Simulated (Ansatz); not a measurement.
```yaml
crystal:
  periodic: [false, false, false]
  atoms:
    - {symbol: C, position_ang: [-2.947742, 1.088563, 0.593529]}
    - {symbol: C, position_ang: [0.213038, 0.562373, -0.319969]}
    - {symbol: C, position_ang: [2.199151, 0.119761, 2.318495]}
    - {symbol: C, position_ang: [0.464876, -1.956888, -2.486060]}
    - {symbol: I, position_ang: [1.725012, 4.552222, -2.590238]}
    - {symbol: H, position_ang: [-3.136556, 2.954243, 2.090658]}
    - {symbol: H, position_ang: [-4.361793, 1.487126, -1.303684]}
    - {symbol: H, position_ang: [-3.758366, -0.876095, 1.735308]}
    - {symbol: H, position_ang: [2.076845, 1.972739, 3.838148]}
    - {symbol: H, position_ang: [4.487887, -0.178381, 1.662301]}
    - {symbol: H, position_ang: [1.490035, -1.864139, 3.494069]}
    - {symbol: H, position_ang: [-0.278287, -3.981557, -1.404808]}
    - {symbol: H, position_ang: [2.731087, -2.282000, -3.204657]}
    - {symbol: H, position_ang: [-0.905165, -1.597965, -4.423066]}
basis:
  gaussian: {orbitals: x2c-TZVPPall, point_charges: [{charge: -1.00, position_ang: [6.455, 0.955, -0.182]}]}
hamiltonian: {xc: {name: B97}, pseudopotentials: {relativity: scalar}}
accuracy: high
scf: {lower_state_search: full}
```

```sh
$ ansatz run in.yaml --threads 2 --pin off --events-out ev --progress --plain --max-ram 22528MiB --backend cuda --devices 0, --max-vram 18GiB
```

Shortened log:

```
Functional definition: B97
4813 factors; integrals over basis functions are off by at most 4.0e-7 eV
mean field evaluation 1: about -197836.8243 eV, gradient 5.3e1 eV
mean field evaluation 2: about -197836.8410 eV, gradient 5.3e1 eV
mean field evaluation 4: about -197427.0690 eV, gradient 2.6e2 eV
mean field evaluation 8: about -197864.7632 eV, gradient 1.0e1 eV
mean field evaluation 16: about -197866.3674 eV, gradient 3.0e-1 eV
mean field evaluation 64: about -197865.7563 eV, gradient 7.6e0 eV
mean field evaluation 160: about -197866.3935 eV, gradient 1.9e-1 eV
mean field -197866.39666505 eV, -7271.4559587797 hartree, gradient 5.5e-8 eV, S^2 0.000000; 12 other end points of the search recorded, 0 dependent functions left out
reference -197866.39666989 eV, -7271.4559589576 hartree; 43, 43 occupied and 267, 267 virtual orbitals, 4813 factors
Total energy: -197866.39666989 eV, -7271.4559589576 hartree
Relativity: scalar
```

Task: Something in this input is off. What?

Result: The geometry is stretched to more than twice its size. Self-consistency was reached. The result belongs to that input, not to the molecule as meant.
